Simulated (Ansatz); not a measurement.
Reaction (isomerisation): `O=C[SiH](Cl)O[SiH3]` → `Cl[SiH]1CO[SiH2]O1`

Computed with Ansatz on PBE0-D4/def2-TZVP structures; ΔE is electronic, products minus reactants. CBS: MP2 limit from def2 TZ/QZ plus the TZ coupled-cluster correction, frozen cores. DFT in def2-TZVPP. B3LYP here is the variant with VWN-RPA as its local correlation; programs differ in this. One conformer a species, not always the lowest.

```csv
level,ΔE (kJ/mol),difference from CCSD(T)/CBS
PBE-D4,-163.6,10.3
r2SCAN-D4,-175.1,-1.2
PBE0-D4,-178.9,-5.0
B3LYP-D4,-158.3,15.6
ωB97X-V,-173.7,0.2
ωB97M-V,-174.1,-0.2
B2PLYP,-163.2,10.7
PBE,-162.1,11.8
r2SCAN,-175.0,-1.1
PBE0,-177.8,-3.9
B3LYP,-155.6,18.3
HF/def2-TZVPP,-154.2,19.7
MP2/def2-TZVPP,-178.2,-4.3
SCS-MP2/def2-TZVPP,-166.3,7.6
CCSD/def2-TZVPP,-168.8,5.1
CCSD(T)/def2-TZVPP,-167.5,6.4
HF/def2-QZVPP,-155.1,18.8
MP2/def2-QZVPP,-182.2,-8.3
SCS-MP2/def2-QZVPP,-170.1,3.8
HF/CBS(def2),-155.2,18.7
MP2/CBS(def2),-184.6,-10.7
CCSD/CBS(def2),-175.1,-1.2
CCSD(T)/CBS,-173.9,0
```

Largest T1 diagnostic among the species: 0.013.

In def2-TZVPP, CCSD(T) changes the Hartree–Fock value by −13.3 kJ/mol (the triples alone add +1.2 kJ/mol) and MP2 by −24.0 kJ/mol. From PBE to PBE0 (25 % exact exchange), in def2-TZVPP and without D4, ΔE moves by −15.8 kJ/mol.
